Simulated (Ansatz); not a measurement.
Ge(vinyl)2(NMe2)2 (C₈H₁₈GeN₂). The state is a singlet with charge 0. Geometry PBE-D4/def2-SVP, basis def2-TZVP, Ansatz.

| atom | x (Å) | y (Å) | z (Å) |
| --- | --- | --- | --- |
| Ge1 | -0.219 | 0.291 | 0.348 |
| C2 | 0.674 | 1.703 | 1.376 |
| C3 | 0.615 | 1.798 | 2.718 |
| H4 | 1.225 | 2.479 | 0.812 |
| H5 | 0.082 | 1.054 | 3.338 |
| H6 | 1.103 | 2.621 | 3.272 |
| C7 | -2.122 | 0.176 | 0.771 |
| C8 | -3.041 | -0.166 | -0.152 |
| H9 | -2.439 | 0.381 | 1.809 |
| H10 | -2.747 | -0.368 | -1.197 |
| H11 | -4.116 | -0.250 | 0.088 |
| N12 | 0.584 | -1.322 | 0.767 |
| C13 | 1.981 | -1.417 | 1.129 |
| C14 | -0.005 | -2.558 | 0.300 |
| H15 | 2.133 | -2.184 | 1.926 |
| H16 | 2.348 | -0.450 | 1.527 |
| H17 | 2.646 | -1.707 | 0.275 |
| H18 | -1.090 | -2.427 | 0.112 |
| H19 | 0.456 | -2.943 | -0.647 |
| H20 | 0.106 | -3.365 | 1.063 |
| N21 | -0.119 | 0.570 | -1.498 |
| C22 | -0.676 | 1.789 | -2.046 |
| C23 | 1.044 | 0.085 | -2.210 |
| H24 | 0.039 | 2.654 | -2.044 |
| H25 | -1.577 | 2.098 | -1.477 |
| H26 | -0.992 | 1.641 | -3.106 |
| H27 | 1.427 | -0.842 | -1.738 |
| H28 | 0.789 | -0.159 | -3.268 |
| H29 | 1.892 | 0.820 | -2.248 |

```json
{"run": "A", "HOMO (eV)": "-5.00", "LUMO (eV)": "-1.51"}
{"run": "B", "HOMO (eV)": "-4.60", "LUMO (eV)": "-1.71"}
{"run": "C", "HOMO (eV)": "-4.50", "LUMO (eV)": "-1.55"}
{"run": "D", "HOMO (eV)": "-4.71", "LUMO (eV)": "-1.96"}
{"run": "E", "HOMO (eV)": "-5.89", "LUMO (eV)": "-0.73"}
{"run": "F", "HOMO (eV)": "-4.83", "LUMO (eV)": "-1.54"}
```

Single mean-field runs in def2-TZVP are fitted with def2-universal-jkfit.

**Question.** The runs used B97M-V, BLYP, LDA (SPW92), PBE, PBE0, r2SCAN. Estimate which is which.

**Answer.** A B97M-V (0 % exact exchange); B PBE (0 % exact exchange); C BLYP (0 % exact exchange); D LDA (SPW92) (0 % exact exchange); E PBE0 (25 % exact exchange); F r2SCAN (0 % exact exchange). Exact exchange lowers occupied and raises empty levels; among semilocal functionals meta-GGAs tend to open the gap a little, and such runs are hard to tell apart. The gap grows from 2.75 eV (LDA (SPW92)) to 5.16 eV (PBE0).
